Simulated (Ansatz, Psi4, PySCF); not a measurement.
Cl$_{3}$Si (SMILES Cl[Si](Cl)Cl), doublet, at a GFN2-xTB geometry. Base run: B3LYP5/def2-SVP run with PySCF.

Geometry (Å):
```xyz
4

Si     0.3053     0.3011     0.3032
Cl    -0.8513    -0.8759     1.4773
Cl     1.4713    -0.8555    -0.8819
Cl    -0.8714     1.4835    -0.8452
```
Charge 0, spin multiplicity 2.
Orbitals are unrestricted.
All else is at PySCF's defaults.

The same geometry, method and basis name were run in Ansatz (a program for electronic structure) and Psi4 and PySCF, at each program's defaults and at the settings that a row names. The base is PySCF at its defaults. Differences at the defaults can come from grids, fitting, cores and function types together.

```
code and settings                                                                             ΔE vs base (µEh)  basis functions       E (Eh)  SCF cycles  dipole (D)
--------------------------------------------------------------------------------------------  ----------------  ---------------  -----------  ----------  ----------
PySCF, defaults (exact integrals, its default grid, spherical functions)                                   0.0               72  -1669.46936           9        0.53
Psi4, defaults (density fitting with its default set, its default grid, spherical functions)             -35.9               72  -1669.46940           8        0.53
Ansatz, defaults (factorised integrals, its default grid, spherical functions)                            -7.9               72  -1669.46937           -           -
PySCF, density fitting with def2-universal-jkfit                                                         -22.8               72  -1669.46938           9        0.53
PySCF, fine grid                                                                                          -2.1               72  -1669.46936           9        0.53
Psi4, exact integrals, spherical functions, fine grid                                                     -8.6               72  -1669.46937          10        0.53
Ansatz, high accuracy                                                                                     -9.4               72  -1669.46937           -           -
```

Open shells are given as the SCF converged; they aren't shown to be the lowest states, and a large step between rows can be another state.
